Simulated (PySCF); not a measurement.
**CuN and its ions**

r²SCAN0; Cu def2-TZVPPD, N def2-TZVPPD; no relativity (PySCF 2.14). Neutral (UKS): triplet (π ↑↑), Re = 1.810 Å, ωe = 557 cm⁻¹, De = 1.51 eV, HOMO -6.32 eV, LUMO -2.30 eV.

CuN⁺ (UKS): quartet (σ ↑, π ↑↑), Re = 1.885 Å, ωe = 394 cm⁻¹, De = 0.80 eV to Cu⁺ (3d10) + N. The energies at the minima are -1695.05762 hartree for CuN and -1694.74683 for CuN⁺.

(1) Work out the adiabatic ionisation energy, without and with harmonic zero-point energies (1 hartree = 27.2114 eV, 1 eV = 8065.5 cm⁻¹), and the change of the bond length.

For an ion De counts to the pair picked by the measured ionisation energies or electron affinities, which need not be the lowest pair at this level. With d or f electrons several states lie close, and the lowest PBE0 determinant need not be the measured ground state.

## Answers

(1) At r²SCAN0: 0.31079 hartree = 8.457 eV between the minima; the zero-point term (394.0 − 557.0)/2 cm⁻¹ = -0.010 eV makes it 8.447 eV. Re changes by +7.5 pm against the neutral. The electron leaves a σ orbital; in so polar a molecule the change of length follows mostly from the change of the ionic charges.
